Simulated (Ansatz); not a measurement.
Basis sets compared for the cluster Ca2O3H2. Total charge 0; singlet. Geometry B3LYP-D4/def2-SVP. Ansatz on 4 threads of Arm Neoverse V2 on a shared host; times are rough, and most runs start from earlier orbitals.

```xyz
7

Ca   -0.640   -1.161    1.578
Ca    0.592    1.321   -1.445
O    -2.058   -2.403    2.339
O    -0.025    0.101    0.084
O     2.076    2.335   -2.394
H    -2.800   -2.960    2.589
H     2.856    2.767   -2.751
```

The 6-31G sets use Cartesian d functions. The structure comes from a short search, and lower isomers may exist.

Binding counts from free atoms (Ca singlet, O triplet, H doublet) in the same basis, without a counterpoise term.

| level | functions | energy (Eh) | HOMO (eV) | LUMO (eV) | binding per atom (eV) | wall time |
| --- | --- | --- | --- | --- | --- | --- |
| HF/STO-3G | 43 | -1562.3883 | -5.29 | 3.86 | 0.25 | 0.25 s |
| HF/6-31G | 89 | -1579.3094 | -8.75 | 0.58 | 2.15 | 0.45 s |
| HF/def2-TZVP | 177 | -1579.5334 | -9.34 | 0.46 | 2.31 | 1.2 s |
| PBE-D4/def2-SVP | 100 | -1581.2276 | -4.59 | -1.69 | 3.90 | 0.85 s |
| PBE-D4/def2-TZVP (with forces) | 177 | -1581.6735 | -4.80 | -1.79 | 3.84 | 1.6 s |
| r2SCAN-D4/def2-TZVP | 177 | -1582.1667 | -4.97 | -1.20 | 3.81 | 3.1 s |
| PBE0-D4/def2-SVP | 100 | -1581.3047 | -5.92 | -1.10 | 3.69 | 1.2 s |
| PBE0-D4/def2-TZVP | 177 | -1581.7453 | -6.08 | -1.16 | 3.64 | 2.1 s |

Problem. Estimate the rows for PBE-D4/def2-TZVPD, r2SCAN-D4/def2-TZVPD, PBE0-D4/def2-TZVPD.

Solution. 
| level | functions | energy (Eh) | HOMO (eV) | LUMO (eV) | binding per atom (eV) | wall time |
| --- | --- | --- | --- | --- | --- | --- |
| PBE-D4/def2-TZVPD | 210 | -1581.6788 | -4.87 | -1.83 | 3.85 | 1.9 s |
| r2SCAN-D4/def2-TZVPD | 210 | -1582.1706 | -5.03 | -1.22 | 3.82 | 4.2 s |
| PBE0-D4/def2-TZVPD | 210 | -1581.7497 | -6.14 | -1.20 | 3.65 | 2.9 s |
